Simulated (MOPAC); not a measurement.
MOPAC input (PM7):

```
PM7 PRECISE GNORM=0.05 LET XYZ GEO-OK AUX(PRECISION=9) THREADS=1
F3In

In    0.00000000 1   -0.00000000 1    0.00000000 1
F    -1.65023800 1   -1.00267600 1    0.05747100 1
F     0.02001500 1    1.78584200 1   -0.73642000 1
F     1.63022200 1   -0.78316600 1    0.67894900 1
```

Output:

```
 *******************************************************************************
 **                                                                           **
 **                              MOPAC v23.2.5                                **
 **                                                                           **
 *******************************************************************************
 ** MOPAC's Digital Object Identifier: https://doi.org/10.5281/zenodo.6511958 **
 **                                                                           **
 ** Please cite the open-source release paper for use of this MOPAC version:  **
 ** J. E. Moussa and J. J. P. Stewart (2026)                                  **
 ** MOPAC: An open-source semiempirical molecular orbital program             **
 ** J. Open Source Softw., 11(119), 8025, https://doi.org/10.21105/joss.08025 **
 *******************************************************************************

                              PM7 CALCULATION RESULTS

 *******************************************************************************
 *  PM7        - The PM7 Hamiltonian to be used
 *  GEO-OK     - OVERRIDE INTERATOMIC DISTANCE AND OTHER SAFETY CHECKS
 *  LET        - OVERRIDE SOME SAFETY CHECKS
 *  PRECISE    - TIGHTER CRITERIA TO BE USED
 *  XYZ        - CARTESIAN COORDINATE SYSTEM TO BE USED
 *  GNORM      - EXIT WHEN GRADIENT NORM DROPS BELOW 0.050
 *  AUX        - OUTPUT AUXILIARY INFORMATION
 *******************************************************************************
PM7 PRECISE GNORM=0.05 LET XYZ GEO-OK AUX(PRECISION=9) THREADS=1
 F3In

   ATOM   CHEMICAL          X               Y               Z
  NUMBER   SYMBOL      (ANGSTROMS)     (ANGSTROMS)     (ANGSTROMS)

     1      In          0.00000000  *  -0.00000000  *   0.00000000  *
     2       F         -1.65023800  *  -1.00267600  *   0.05747100  *
     3       F          0.02001500  *   1.78584200  *  -0.73642000  *
     4       F          1.63022200  *  -0.78316600  *   0.67894900  *

          CARTESIAN COORDINATES

    NO.       ATOM           X           Y           Z

     1        In          0.0000     -0.0000      0.0000
     2         F         -1.6502     -1.0027      0.0575
     3         F          0.0200      1.7858     -0.7364
     4         F          1.6302     -0.7832      0.6789

 General Reference for PM7:
 "Optimization of Parameters for Semiempirical Methods VI: More Modifications to the
 NDDO Approximations and Re-optimization of Parameters", J. J. P. Stewart, J. Mol. Mod., 1:32, 19 (2013)
 https://link.springer.com/article/10.1007/s00894-012-1667-x

           Empirical Formula: In F3  =     4 atoms

      MOLECULAR POINT GROUP   :   D3h

      RHF CALCULATION, NO. OF DOUBLY OCCUPIED LEVELS = 12

          Geometry optimization using EF

          DIAGONAL MATRIX USED AS START HESSIAN

 CYCLE:     1  GRAD.:    18.873 HEAT: -174.5526
 CYCLE:     2  GRAD.:    28.353 HEAT: -174.1679
 CYCLE:     3  GRAD.:     0.961 HEAT: -174.9301
 CYCLE:     4  GRAD.:     0.168 HEAT: -174.9310
 CYCLE:     5  GRAD.:     0.700 HEAT: -174.9308
 CYCLE:     6  GRAD.:     0.007 HEAT: -174.9310

     GRADIENT =  0.00740 IS LESS THAN CUTOFF =  0.05000

 -------------------------------------------------------------------------------
 PM7 PRECISE GNORM=0.05 LET XYZ GEO-OK AUX(PRECISION=9) THREADS=1
 F3In

     GEOMETRY OPTIMISED USING EIGENVECTOR FOLLOWING (EF).
     SCF FIELD WAS ACHIEVED

                              PM7 CALCULATION
                                                       MOPAC v23.2.5 Linux

          FINAL HEAT OF FORMATION =       -174.93100 KCAL/MOL =    -731.91129 KJ/MOL

          COSMO AREA              =         98.99 SQUARE ANGSTROMS
          COSMO VOLUME            =         80.25 CUBIC ANGSTROMS

          GRADIENT NORM           =          0.00740          =       0.00370 PER ATOM
          IONIZATION POTENTIAL    =         14.160610 EV
          HOMO LUMO ENERGIES (EV) =        -14.161 -2.117
          NO. OF FILLED LEVELS    =         12
          MOLECULAR WEIGHT        =        171.8152         POINT GROUP:  D3h

          MOLECULAR DIMENSIONS (Angstroms)

            Atom       Atom       Distance
            F     4    F     2     3.30640
            F     3    F     2     2.86342
           In     1    F     3     0.00001

          SCF CALCULATIONS        =          7

   ATOM   CHEMICAL          X               Y               Z
  NUMBER   SYMBOL      (ANGSTROMS)     (ANGSTROMS)     (ANGSTROMS)

     1      In         -0.00000135  *  -0.00000086  *  -0.00000466  *
     2       F         -1.63069893  *  -0.99080240  *   0.05679367  *
     3       F          0.01978050  *   1.76469355  *  -0.72769469  *
     4       F          1.61092076  *  -0.77388905  *   0.67091247  *

                             CARTESIAN COORDINATES

   1   In       -0.000001354    -0.000000855    -0.000004661
   2    F       -1.630698928    -0.990802396     0.056793672
   3    F        0.019780497     1.764693547    -0.727694686
   4    F        1.610920759    -0.773889048     0.670912472

           Empirical Formula: In F3  =     4 atoms

      MOLECULAR POINT GROUP   :   D3h

                  EIGENVALUES
 -38.99101 -38.99099 -38.70350 -15.76517 -15.76516 -15.46727 -15.01414 -14.87366
 -14.87365 -14.38371 -14.16063 -14.16061  -2.11661  -0.47251  -0.47249   0.49441

              NET ATOMIC CHARGES AND DIPOLE CONTRIBUTIONS

  ATOM NO.   TYPE          CHARGE      No. of ELECS.   s-Pop       p-Pop
    1         In           1.165094        1.8349     0.48502     1.34988
    2          F          -0.388365        7.3884     1.96323     5.42514
    3          F          -0.388366        7.3884     1.96323     5.42514
    4          F          -0.388364        7.3884     1.96323     5.42513
 DIPOLE           X         Y         Z       TOTAL
 POINT-CHG.    -0.000    -0.000    -0.000     0.000
 HYBRID        -0.000     0.000    -0.000     0.000
 SUM           -0.000    -0.000    -0.000     0.000

          ATOMIC ORBITAL ELECTRON POPULATIONS

     Atom    s        px        py        pz
    1 In   0.48502   0.59197   0.54260   0.21531
    2  F   1.96323   1.61992   1.84435   1.96086
    3  F   1.96323   1.97941   1.55603   1.88970
    4  F   1.96323   1.62859   1.89611   1.90044

 **********************
 *                    *
 * JOB ENDED NORMALLY *
 *                    *
 **********************

 == MOPAC DONE ==
```

The geometry given is a B3LYP-D3(BJ)/def2-TZVP minimum.
